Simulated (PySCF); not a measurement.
Exercise with solution: oscillator strength and radiative lifetime

C4H2BrCl, SMILES Cl/C(C#C)=C/Br.

The structure is a stationary point at PBE0-D3(BJ)/def2-SVP. The structure was generated by enumeration; whether it is a known compound was not checked.

TDDFT-PBE/def2-SVPD (PySCF 2.14.0) puts the first singlet state with f over 0.02 at 4.55 eV (vertical), with the transition dipole (0.642, 1.246, 0.000) in atomic units.

Problem. Find the oscillator strength, the wavelength and the radiative lifetime that this transition would have in vacuum if emission retraced absorption.

Solution. 
|μ|² = 1.9647 au, so |μ| = 3.56 D. ΔE = 4.55/27.211 = 0.1672 hartree. f = (2/3) ΔE |μ|² = 0.219 (the program prints 0.219).
λ = 1239.84/4.55 = 272 nm; ν = 36698 cm⁻¹.
Einstein's coefficient A = 0.6670 ν² f s⁻¹ (ν in cm⁻¹) = 2.0e8 s⁻¹, so τ = 1/A = 5.1 ns. This state is S2; the lower singlet has f = 0.000. The figure is the radiative limit of this one transition; relaxation, internal conversion, crossing to triplets and a medium change what is measured.
